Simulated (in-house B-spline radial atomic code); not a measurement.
Zn²⁺. Computed with a B-spline radial atomic code. Model: non-relativistic spherical atom: semilocal Troullier-Martins pseudo-atom, one channel per l, against all electrons, high spin, G0W0 and RPA with empty states to l = 8, local potential for every l without a channel, a model core (radius 0 = none) keeps its share of the functional.

What the tables leave out is listed at the end.

The pseudopotential gives back the lowest level of each angular momentum of its own functional in the configuration it was made in; a second state of the same l is only approximately right. Exact exchange, RPA and GW see the smooth pseudo-orbitals and miss the exchange with the core, for which the functional's share stands in. The column with an uncorrelated core keeps all orbitals and exact exchange, and so separates missing core correlation from pseudisation. Only the three outermost levels and the lowest empty one were computed. RPA here is direct RPA, with no exchange kernel, and its energies carry an (l + 1/2)⁻⁴ tail. A hybrid on a potential with a model core restores only its own semilocal share of the core's exchange.

Command:
```bash
python run_psgw.py task.json out
```
Settings (lengths in bohr, energies in hartree):
```
Z                      30
electrons              28
configuration          [Ar] 3d10
generated_in           [Ar] 3d10 4s2
functional             lda,vwn
core_shells            5
radius_factor          1.3
core_correction        True
```

Cost of the run: 21 s on 1 thread of Arm Neoverse N1, on a shared host.

Given: made with LDA VWN5; model core radius 0.357 bohr; local radius 2.373 bohr; mean-field start LDA VWN5.

Valence shells of the generating configuration: 3d, 4s.

Channel: s 2.732, p 3.4, d 2.192 (radii in bohr).

Computed: largest level miss in the spin-unpolarised generating configuration 0 eV; valence RPA correlation energy pseudo -0.83888 hartree; all-electron RPA polarisability, core included 2.5978 bohr³; pseudo-atom RPA polarisability 2.9374 bohr³.

```json
{"level": "3d", "occupied": "1", "mean-field all-electron (eV)": "-31.456", "mean-field pseudo minus all (eV)": "-0.506", "G0W0 all-electron (eV)": "-40.237", "G0W0 uncorrelated core minus all (eV)": "-0.158", "G0W0 pseudo minus all (eV)": "3.613", "exchange self-energy all-electron (eV)": "-52.432", "exchange self-energy pseudo (eV)": "-30.189"}
{"level": "4s (empty)", "occupied": "0", "mean-field all-electron (eV)": "-22.777", "mean-field pseudo minus all (eV)": "-0.159", "G0W0 all-electron (eV)": "-17.862", "G0W0 uncorrelated core minus all (eV)": "-0.034", "G0W0 pseudo minus all (eV)": "-0.972", "exchange self-energy all-electron (eV)": "-3.8824", "exchange self-energy pseudo (eV)": "-3.4833"}
```

**Question.** What is the valence RPA correlation energy all-electron orbitals?

**Answer.** -0.65117 hartree.

Given: mean-field start PBE0.

Computed: valence RPA correlation energy pseudo -0.81278 hartree; all-electron RPA polarisability, core included 2.2237 bohr³; pseudo-atom RPA polarisability 2.8681 bohr³.

| level | occupied | mean-field all-electron (eV) | mean-field pseudo minus all (eV) | G0W0 all-electron (eV) | G0W0 uncorrelated core minus all (eV) | G0W0 pseudo minus all (eV) | exchange self-energy all-electron (eV) | exchange self-energy pseudo (eV) |
| --- | --- | --- | --- | --- | --- | --- | --- | --- |
| 3d | 1 | -33.954 | 1.071 | -40.206 | -0.196 | 4.137 | -52.669 | -30.004 |
| 4s (empty) | 0 | -21.013 | -0.389 | -17.752 | -0.024 | -1.053 | -3.4159 | -3.1659 |

**Question.** What is the valence RPA correlation energy all-electron orbitals?

**Answer.** -0.61643 hartree.

Among the listed levels the largest G0W0 shift of the pseudo-atom is +4.14 eV, for 3d on the PBE0 start, while leaving the core uncorrelated moves that level by -0.20 eV. So pseudisation and the lost core exchange, not the missing core correlation, make the error. Not in the tables (levels of low weight, unsolved or above zero; the highest and the empty levels are kept at any weight): no Hartree-Fock pseudo-atom is run with a model core.
